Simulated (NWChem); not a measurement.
System: C$_{2}$H$_{6}$O$_{2}$Si; SMILES [SiH2](O)CC=O

```xyz
11

O      0.2753     2.5965    -0.3758
C     -0.1716     1.7831     0.3899
C     -0.7746     0.4769    -0.0102
Si     0.4735    -0.9534     0.0851
O     -0.2903    -2.4162    -0.1318
H     -0.1263     1.9583     1.4981
H     -1.6052     0.2082     0.6639
H     -1.1384     0.5448    -1.0481
H      1.5302    -0.7229    -0.9459
H      1.0693    -0.9972     1.4477
H     -0.5611    -2.6457    -1.0250
```
Atoms are numbered in this order, from 1.

Program: NWChem. The geometry was optimised at PBE0/def2-SVP. Total energies compare along this basis series because the functional is fixed.

```csv
level,basis functions,energy (Ha),highest occupied level (eV),orbital gap (eV),dipole (D)
Hartree-Fock/cc-pVDZ,104,-517.9327,-11.28,14.74,2.40
Hartree-Fock/aug-cc-pVDZ,173,-517.9564,-11.43,12.21,2.56
Hartree-Fock/cc-pVTZ,238,-518.0307,-11.40,14.44,2.57
```
